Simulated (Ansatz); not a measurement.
The Se4–H5 bond of CdH2OSe (SMILES [OH][Cd][SeH]) is stretched (multiplicity 1, the rest rigid).
Geometry at rest (charge 0, multiplicity 1):
```xyz
5

Cd     0.4354    -0.5866    -0.1057
O      1.5014    -2.2292    -0.4538
H      2.3793    -2.1969    -0.0591
Se    -0.9919     1.3929     0.2152
H     -1.5669     0.8277     1.4481
```

Correlated levels freeze the cores. Filled d and f shells under p-block atoms count as core.

Codes used: Ansatz (a program for electronic structure) with Gaussian orbitals. Each number belongs to the level named beside it. In def2 rows elements past Kr take small-core potentials, without spin–orbit coupling.

FIC-MRCISD+Q on CASSCF(4,3)/def2-TZVPP, total energies (hartree):

```csv
R (Å),CASSCF,MRCISD,weight c² of the reference
1.473,-2642.826460,-2643.530159,0.87187
2.578,-2642.735716,-2643.428704,0.87266
4.714,-2642.712491,-2643.402693,0.87346
```

Question: Add the Davidson correction (E_MRCISD − E_CASSCF)(1 − c²)/c² and give the energies above the first point at the three levels.

Answer: 
Corrections (hartree): -0.103412, -0.101123, -0.099995. Above the first point (kcal/mol):
- R = 2.578 Å: CASSCF 56.9, MRCISD 63.7, with the correction 65.1
- R = 4.714 Å: CASSCF 71.5, MRCISD 80.0, with the correction 82.1

Doubts at one or more of the structures used: active orbitals that take no part (FIC-MRCISD+Q on CASSCF(4,3)/def2-TZVPP).
